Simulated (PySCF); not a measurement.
Coordinates in bohr (charge 0 multiplicity 2):
```
I    -0.3083    0.8853    0.0000
I     0.1541   -0.4427    5.2606
I     0.1541   -0.4427   -5.2606
```

Level of theory: UB3LYP/[I def2-SVP with ECP28], scalar-relativistic core potentials, density fitting, no spin–orbit coupling, PySCF.

This geometry of I3 is a stationary point at this level.

Problem. What is the point group?

Solution. C2v.

Problem. Is it a minimum?

Solution. Yes: all harmonic wavenumbers are real, though the softest, 41 cm⁻¹, leaves little margin.

Problem. Give the ideal-gas entropy at 298.15 K and 1 bar by parts.

Solution. translation 183.0, rotation 121.9, vibration 46.6, spin 5.8; total 357.2 J/(mol K).

Problem. What is the atomisation energy, with and without zero-point energy?

Solution. 219 kJ/mol without, 217 kJ/mol with.

Other isomers or separated fragments may lie lower. With an element this heavy the missing spin–orbit coupling can shift these numbers.
